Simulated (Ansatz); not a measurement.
Reaction (hydrogenolysis of a Ge–F bond): `[CH3][GeH]([F])[SeH]` + H₂ → `[CH3][GeH2][SeH]` + H–F

Calculated with Ansatz (gas phase, PBE0-D4/def2-TZVP geometries, no zero-point term in ΔE). CCSD(T)/CBS is the MP2 limit (def2-TZVPP, def2-QZVPP) plus CCSD(T) − MP2 in def2-TZVPP, frozen cores. This one scheme is used for every species. Functionals use def2-TZVPP. HSE06 is defined as in plane-wave codes. For Ge, Se outer-core shells are correlated without core-valence functions, which leaves a few kJ/mol of doubt a bond. Scalar relativity is left out up to krypton. Each species was taken in one conformer, which may not be the lowest.

```json
{"level": "BHLYP-D4", "ΔE (kJ/mol)": "52.3"}
{"level": "BLYP", "ΔE (kJ/mol)": "58.6"}
{"level": "r2SCAN", "ΔE (kJ/mol)": "59.2"}
{"level": "HSE06", "ΔE (kJ/mol)": "43.8"}
{"level": "CCSD(T)/def2-SVP", "ΔE (kJ/mol)": "51.3"}
{"level": "SCS-MP2/def2-TZVPP", "ΔE (kJ/mol)": "52.5"}
{"level": "CCSD/def2-TZVPP", "ΔE (kJ/mol)": "45.1"}
{"level": "SCS-MP2/def2-QZVPP", "ΔE (kJ/mol)": "52.8"}
```

(1) What does CCSD(T)/CBS give? (Best estimate.)

Largest T1 diagnostic among the species: 0.010.

## Answers

(1) The calculation gave: +47.1 kJ/mol. The listed levels differ from it by 5.2, 11.5, 12.1, -3.3, 4.2, 5.4, -2.0, 5.7 kJ/mol.

From PBE to PBE0 (25 % exact exchange), in def2-TZVPP and without D4, ΔE moves by −6.3 kJ/mol. Leaving LDA and LC-ωPBE aside and taking each functional with its dispersion term where it has one, the values, not all of them listed here, spread over 16.5 kJ/mol, from HSE06-D4 to BLYP-D4. LDA lies −5.5 kJ/mol from PBE without D4.
